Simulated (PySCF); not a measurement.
**F3HSi: core ionisation energies**

SiHF3.
Bonds: Si1–F3, Si1–F4, Si1–F5. Hydrogens: H2 on Si1.

Method used: PySCF, delta-SCF UKS SCAN, pcX-2 on the ionised atom, pcseg-1 elsewhere, spin-free X2C. These are vertical core ionisation energies against the vacuum level, from separate self-consistent calculations with and without the core hole.

Question: What binding energy does each computed site have?

Answer: 
```
 atom(s)  bonded to     level  binding energy (eV)  2p1/2 (eV)  count
     Si1  3 F and H  Si 2p3/2               110.76      111.39      1
     Si1  3 F and H     Si 1s              1851.09           –      1
F3/F4/F5         Si      F 1s               693.79           –      3
```

Question: Which photon energy gives electrons from Si 2p3/2 of Si1 a kinetic energy of 50 eV, and what is their de Broglie wavelength?

Answer: hν = 110.76 + 50 = 160.76 eV, recoil neglected; λ = 12.264 Å/√(E/eV) = 1.73 Å.

Question: Which photon wavelength matches the Si 2p3/2 of Si1 threshold?

Answer: λ = hc/E = 12398.42 eV Å / 110.76 eV = 111.940 Å.

Atoms equivalent by their bonding share one computed value, that of the first of them. 2p3/2 and 2p1/2 are the ΔSCF energy of one spin-free 2p hole plus the eigenvalues of a spin–orbit and ligand-field matrix of the shell. 2p1/2 minus 2p3/2 (ligand field included): Si 0.63 eV. Geometry: PBE0-D3(BJ)/def2-SVP; no solvent, vibrations or thermal averaging.

On one thread of an Arm Neoverse V1, shared host, this took 5.0 s wall.
